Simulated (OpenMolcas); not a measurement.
# What dynamic correlation does to the levels of Cd

- Program: OpenMolcas
- Basis: ANO-RCC [10s8p8d5f4g2h]
- Scalar Hamiltonian: DKH2, point nucleus
- Active space: 2 electrons in 8 orbitals (5s 5p 6s 6p)
- State averaging: 2S+1 = 3 even, 3 roots; 2S+1 = 1 even, 1 root; 2S+1 = 3 odd, 3 roots; 2S+1 = 1 odd, 3 roots
- Spin-orbit coupling: RASSI with atomic mean-field integrals over the reference wave functions, term energies averaged over their components

Methods on the same reference wave functions:
A. CASSCF
B. SS-CASPT2, IPEA 0.25 Eh, imaginary shift 0.1 Eh (closed shells correlated: 4d)

Energies in cm⁻¹ above 5s² ¹S₀, the measured ground level; measured values from NIST Handbook of Basic Atomic Spectroscopic Data.

```csv
Level,A,B,Measured
5s² ¹S₀,0.0,0.0,0.0
5s 5p ³P°₀,26272,29443,30114
5s 5p ³P°₁,26728,29895,30656
5s 5p ³P°₂,27668,30839,31827
5s 5p ¹P°₁,45598,43492,43692
```

Deviations, from unrounded energies. A percentage is the sum of absolute deviations over the sum of measured energies, with the sign that they share, or ± where signs differ.

| Against measurement | Levels | A | B |
| --- | --- | --- | --- |
| mean absolute deviation (cm-1) | 4 | 3500 | 650 |
| other configurations (%) | 4 | ±10.2 | -1.9 |

B lies closest to measurement on these levels. The largest miss of B in the table is 5s 5p ³P°₂, by -990 cm-1. The ranking rests on the paired levels alone, and a cruder setting can come out closer through cancelling errors.

The lowest spin-free term lies below A's lowest term by 0.376 hartree in B.

Active for correlation alone: 6p 6s; no level in the range computed is led by a configuration that fills them, so any true level of that kind is missing. Without dynamic correlation excited terms often stand tens of per cent too high (terms of higher spin than the ground term too low), and those without a measured partner can miss by more than the paired ones (holds for A). Computed and measured levels are paired by configuration, term and J; levels that our copy of the source lacks, or whose pairing is in doubt (as where it misses far off the trend of its configuration), stay unpaired and out of the deviations. Levels of configurations outside the active space are missing. The table leaves out levels that lie high or whose names do not pair safely across all columns.

° marks odd parity.
